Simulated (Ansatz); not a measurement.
The same ligand exchange along the group Al, Ga, In.

Isolated molecules relaxed with PBE0-D4/def2-TZVP in Ansatz; ΔE leaves out vibrations. CCSD(T)/CBS is the MP2 limit (def2-TZVPP, def2-QZVPP) plus CCSD(T) − MP2 in def2-TZVPP, frozen cores. This one scheme is used for every species. Elements past krypton have def2 core potentials. For Ga, In outer-core shells are correlated without core-valence functions, which leaves a few kJ/mol of doubt a bond. Scalar relativity is left out up to krypton. Each species was taken in one conformer, which may not be the lowest.

Question: Order these by ΔE at CCSD(T)/CBS, lowest first. (Best estimate.)
A. `[OH][Al]([F])[F]` + H₂S → `[OH][Al]([F])[SH]` + H–F
B. `[OH][In]([F])[F]` + H₂S → `[OH][In]([F])[SH]` + H–F
C. `[OH][Ga]([F])[F]` + H₂S → `[OH][Ga]([F])[SH]` + H–F

Answer: B (-0.55 eV), C (-0.25 eV), A (+0.69 eV).

Largest T1 diagnostic: 0.018, for `[OH][In]([F])[F]`.
